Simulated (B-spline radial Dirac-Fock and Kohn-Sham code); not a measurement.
P 1s: cross section and angular parameters

System: atomic phosphorus in the configuration [Ne] 3s2 3p3; threshold 2145.5 eV (tabulated edge). Method: Dirac-Hartree-Slater photoionisation with a Latter tail; cross sections with all multipoles, angular parameters from the dipole term and its interference with E2. Computed with a radial atomic solver.

| hν (eV) | σ (kb) | β | γ |
| --- | --- | --- | --- |
| 2984.4 | 54.1 | 2.000 | 0.433 |
| 3030 | 52.0 | 2.000 | 0.454 |
| 6010 | 8.16 | 2.000 | 1.292 |
| 6350 | 6.99 | 2.000 | 1.360 |
| 6870 | ? | ? | ? |
| 7750 | 3.96 | 2.000 | 1.611 |
| 10900 | 1.47 | 2.000 | 2.078 |
| 11700 | 1.19 | 2.000 | 2.181 |

**Question.** Give the values at 6870 eV.

**Answer.** σ = 5.59 kb, β = 2.000, γ = 1.458. For an s subshell δ is negligible.
